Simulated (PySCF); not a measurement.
# Rhodium: a sound run and one with changed settings

Sound run: Rh+ [Kr] 4d8, Rh(2+) [Kr] 4d7. All numbers are calculated (PySCF 2.14, the spin-free X2C one-electron Hamiltonian (Gaussian nucleus), in x2c-SVPall (6s5p5d1f, 53 functions)). The sound run starts from symmetry-adapted Hartree-Fock orbitals and uses a fine grid where one is needed.

Changed run: radial step 0.5 in ln r (0.13 in the sound run). This setting is unsound on purpose.

| species | method | sound run (hartree) | changed run (hartree) | converged |
| --- | --- | --- | --- | --- |
| Rh+ | UHF | -4780.51111 | -4780.51111 | yes |
| Rh+ | r2SCAN | -4782.87995 | -4782.83206 | yes |
| Rh+ | M06-L | -4782.78019 | -4782.56167 | yes |
| Rh(2+) | UHF | -4779.91626 | -4779.91626 | yes |
| Rh(2+) | r2SCAN | -4782.21035 | -4782.15164 | yes |
| Rh(2+) | M06-L | -4782.11244 | -4781.90861 | yes |

Ionisation energy of Rh+:

```json
{"method": "UHF", "sound run (eV)": "16.187", "changed run (eV)": "16.187"}
{"method": "r2SCAN", "sound run (eV)": "18.221", "changed run (eV)": "18.515"}
{"method": "M06-L", "sound run (eV)": "18.170", "changed run (eV)": "17.771"}
```

A coarse radial grid mis-integrates the density and the exchange-correlation energy, with errors of either sign; Hartree-Fock needs no grid.

For comparison, NIST gives 18.08 eV between the lowest levels.
